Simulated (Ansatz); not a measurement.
benzobisthiadiazole (C6H2N4S2), SMILES c1c2nsnc2cc2c1N=S=N2.

The structure is a stationary point at B3LYP-D3(BJ)/def2-SVP.

Two levels are set side by side: PBE/def2-SVPD (Ansatz, an electronic-structure program) and PBE0/def2-SVPD (Ansatz). Energy differences of separate SCF runs at the same geometry; the states with an electron removed or added have multiplicity 2 and 2. Differences are taken from unrounded values.

```tsv
quantity	PBE
vertical ionisation energy (eV)	8.28
vertical electron affinity (eV)	2.08
vertical singlet–triplet gap (eV)	1.32
```

These are the PBE values. What does PBE0 give? (The exact figures need the calculation; the answer reports its results.)


| quantity | PBE0 | PBE minus PBE0 |
|---|---|---|
| vertical ionisation energy (eV) | 8.29 | -0.02 |
| vertical electron affinity (eV) | 2.25 | -0.17 |
| vertical singlet–triplet gap (eV) | 1.13 | 0.19 |
